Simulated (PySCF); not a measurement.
Compound: C₆H₁₁N.
SMILES: `C(=NCC=C)(C)C`

Level: CAM-B3LYP/def2-SVPD in PySCF, non-relativistic, on one gas-phase PBE0-D3(BJ)/def2-SVP geometry that isn't relaxed in the solvent. The solvent is an IEF-PCM continuum (van der Waals radii × 1.2), and excitations are vertical TDDFT with non-equilibrium linear response and a frozen core. Specific hydrogen bonds and non-electrostatic terms are outside this model.

Gas-phase singlets (H = HOMO, L = LUMO):

```tsv
state	E (eV)	λ (nm)	f	leading configurations
S1	5.192	239	0.002	H→L 67%, H→L+1 18%
S2	6.843	181	0.015	H→L+2 31%, H→L 29%
S3	7.031	176	0.009	H→L+2 44%, H→L+1 36%
S4	7.124	174	0.020	H-1→L 76%
S5	7.284	170	0.180	H-1→L+2 45%, H-1→L+1 25%
```

Problem. What are the lowest 5 singlets in chloroform (ε = 4.711)?

Solution. 
```json
{"state": "S1", "E (eV)": "5.307", "λ (nm)": "234", "f": "0.003", "leading configurations": "H→L 73%, H→L+2 15%", "change by rank (eV)": "+0.115"}
{"state": "S2", "E (eV)": "6.920", "λ (nm)": "179", "f": "0.032", "leading configurations": "H→L+2 48%, H→L 22%", "change by rank (eV)": "+0.077"}
{"state": "S3", "E (eV)": "7.054", "λ (nm)": "176", "f": "0.122", "leading configurations": "H-1→L 80%", "change by rank (eV)": "+0.023"}
{"state": "S4", "E (eV)": "7.195", "λ (nm)": "172", "f": "0.462", "leading configurations": "H-1→L+2 26%, H→L+1 24%", "change by rank (eV)": "+0.071"}
{"state": "S5", "E (eV)": "7.257", "λ (nm)": "171", "f": "0.153", "leading configurations": "H-1→L+2 37%, H→L+1 26%", "change by rank (eV)": "-0.027"}
```

Problem. The ground-state energy changes by -0.153 eV from gas to chloroform. By how much does the total energy of gas-phase S1 change?

Solution. E(S1) = E(S0) + excitation energy, so it changes by -0.153 + 0.115 = -0.038 eV: it is lowered less than the ground state, which is what a blue shift means. This is the vertical state, with the slow part of the continuum still set for S0.

Problem. How do the frontier levels move from gas to chloroform?

Solution. 
```json
{"orbital": "LUMO+2", "gas (eV)": "1.64", "solvent (eV)": "1.62", "change (eV)": "-0.02"}
{"orbital": "LUMO+1", "gas (eV)": "1.28", "solvent (eV)": "1.47", "change (eV)": "+0.19"}
{"orbital": "LUMO", "gas (eV)": "1.10", "solvent (eV)": "1.12", "change (eV)": "+0.02"}
{"orbital": "HOMO", "gas (eV)": "-8.44", "solvent (eV)": "-8.53", "change (eV)": "-0.09"}
{"orbital": "HOMO-1", "gas (eV)": "-8.68", "solvent (eV)": "-8.74", "change (eV)": "-0.06"}
{"orbital": "HOMO-2", "gas (eV)": "-9.35", "solvent (eV)": "-9.35", "change (eV)": "0.00"}
{"orbital": "HOMO-3", "gas (eV)": "-11.08", "solvent (eV)": "-11.08", "change (eV)": "0.00"}
```

The HOMO–LUMO gap goes from 9.54 to 9.65 eV.

Cost: about 1.8 min of CPU time on one thread; the machine was shared, so the figure is rough. This is the whole response run at CAM-B3LYP/def2-SVPD in chloroform, SCF included.

Conformer computed: `[CH2:1]=[CH:2][CH2:3][N:4]=[C:5]([CH3:6])[CH3:7]`: C1–C2–C3–N4 138°, C2–C3–N4–C5 -152°.
